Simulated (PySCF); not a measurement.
HO₃V, multiplicity 1. Atoms are numbered in the order given.

```xyz
5

V     -0.0734     0.2030     0.0000
O     -0.8730    -0.2121     1.2809
O     -0.8730    -0.2121    -1.2809
O      1.6576    -0.0736     0.0000
H      2.3955    -0.6862     0.0000
```
Charge 0, spin multiplicity 1.

Geometry: PBE0-D3(BJ)/def2-SVP. The geometry has at least one imaginary mode, so it is a saddle point at that level. The multiplicity is an assumed one; other spin states were not compared. Other conformers were not sampled.

The numbers are results of PySCF with B3LYP/pcSseg-1, not measurements.

GIAO shieldings, no solvent; atoms alike by connectivity are averaged. δ = σ(ref) − σ: ¹⁷O against H2O (σ = 333.8 ppm); ¹H against TMS (σ = 31.68 ppm), references at their B3LYP-D3(BJ)/def2-TZVP geometries, non-relativistic.

```json
[
 {"atoms": "O2, O3", "nucleus": "¹⁷O", "count": "2", "δ (ppm)": "1513.0"},
 {"atoms": "O4", "nucleus": "¹⁷O", "count": "1", "δ (ppm)": "312.5"},
 {"atoms": "H5", "nucleus": "¹H", "count": "1", "δ (ppm)": "___"}
]
```

Some entries are withheld; supply them. (Estimate from the structure and the level; the computed values follow.)


- H5, δ (ppm): 7.04
